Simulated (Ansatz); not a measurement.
# A geometry optimisation of AlFHSi2 with BLYP-D3(BJ)/def2-SVP

The starting geometry of this gas-phase doublet was optimised with GFN2-xTB.

```xyz
5

Al   -2.8502   -0.2424    0.5862
F    -3.0219    0.9333   -0.5919
Si   -2.6319    0.2407    2.9155
Si   -2.7641    0.7918    5.0093
H    -2.9868   -1.5662   -0.2708
```

Problem. Where would you expect an optimisation with BLYP-D3(BJ)/def2-SVP to take it?

Solution. A new bond forms, giving a structure given below by its coordinates. Contacts that close: Al1–Si4 (4.54 → 2.60 Å).

The energy falls by 0.52 eV over 33 steps:

```csv
step,E − E(last) (eV)
1,0.519
5,0.372
8,0.366
12,0.277
15,0.160
19,0.088
22,0.042
26,0.003
29,0.000
33,0.000
```

Final geometry (Å):

```yaml
atoms:
  - { symbol: Al, position_ang: [-2.9848, -0.1071, 0.9721] }
  - { symbol: F, position_ang: [-4.0164, 0.9421, 0.1408] }
  - { symbol: Si, position_ang: [-1.7873, -0.5518, 3.1986] }
  - { symbol: Si, position_ang: [-2.9805, 1.2430, 3.1996] }
  - { symbol: H, position_ang: [-2.4860, -1.3689, 0.1373] }
```

The end wasn't checked by frequencies. Open shells are spin-unrestricted. Run with Ansatz 0.2.0, 83 s on 1 thread of Intel(R) Xeon(R) 6975P-C (Granite Rapids), with other jobs on the host.
